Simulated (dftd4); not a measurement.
Cl₆W, charge +1, doublet, geometry from GFN2-xTB (such geometries of metal compounds can be far from the true shape) (the multiplicity is a formal guess); D4 for hf (dftd4).

The dftd4 input:
```
$ dftd4 mol.xyz --func hf --charge 1 --json dftd4.json --noedisp

# file mol.xyz
7

W     -0.09587042    -0.05254295     0.20143651
Cl     1.91016523     0.84070503    -1.06707541
Cl     0.86905186     0.19837681     2.14553329
Cl    -0.29585744     0.04403604    -2.32480006
Cl    -2.10446551    -0.87546033     0.45023518
Cl    -0.80141856     2.05683636     0.10282837
Cl     0.83984273    -2.03577753    -0.18356266
```

Question: What does dftd4 print? Leave out banner, timings and long lists.

Answer: 
```
                    ____  _____ _____     ____  _  _
      -------------|  _ \|  ___|_   _|---|  _ \| || |------------
     |             | | | | |_    | | ___ | | | | || |_           |
     |             | |_| |  _|   | ||___|| |_| |__   _|          |
     |             |____/|_|     |_|     |____/   |_|            |
     |             ===================================           |
     |            E. Caldeweyher, S. Ehlert & S. Grimme          |
     |          Mulliken Center for Theoretical Chemistry        |
     |                    University of Bonn                     |
      -----------------------------------------------------------

Rational (Becke-Johnson) damping: hf-D4-ATM
---------------------
  s6         1.0000
  s8         1.6168
  s9         1.0000
  a1         0.4496
  a2         3.3574
 alp        16.0000
--------------------

Dispersion energy:      -5.1272452242668E-02 Eh

[Info] JSON dump of results written to 'dftd4.json'
```
